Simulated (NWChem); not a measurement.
Molecule: CH₆BeSi; SMILES [Be]([SiH3])[CH3]

Computed with NWChem. Medium grid unless said otherwise, to which SCAN and Minnesota functionals are sensitive. All runs use the structure optimised with B3LYP/6-31G* (spherical d). Hybrids' shares of exact exchange are those that their runs print; pure functionals count as 0. The functionals differ in more than this share.

| row | share of exact exchange | orbital gap (eV) |
|---|---|---|
| PBE/def2-TZVP | 0.00 | 4.80 |
| SCAN/def2-TZVP | 0.00 | 5.33 |
| TPSSh/def2-TZVP | 0.10 | withheld |
| B3LYP/def2-TZVP | 0.20 | 6.37 |
| r2SCAN0/def2-TZVP | 0.25 | 7.07 |
| MPW1K/def2-TZVP | 0.43 | 8.18 |
| Hartree-Fock/def2-TZVP | 1.00 | 11.93 |

**Question.** Fit a straight line of the last column on the one before it, predict the withheld value, and compare with the run.

**Answer.** 
1. Means of the 6 shown rows: x = 0.313, y = 7.280. Slope Σ(x − x̄)(y − ȳ)/Σ(x − x̄)² = 4.803/0.6983 = 6.877; intercept 5.125.
2. The shown rows scatter about the line by 0.196 (root mean square); the largest residual is -0.33, at PBE/def2-TZVP.
3. At x = 0.10 (TPSSh/def2-TZVP; inside the shown range) the line gives 5.81.
4. The run gives 5.90, +0.09 from the line, 0.5 times the scatter.
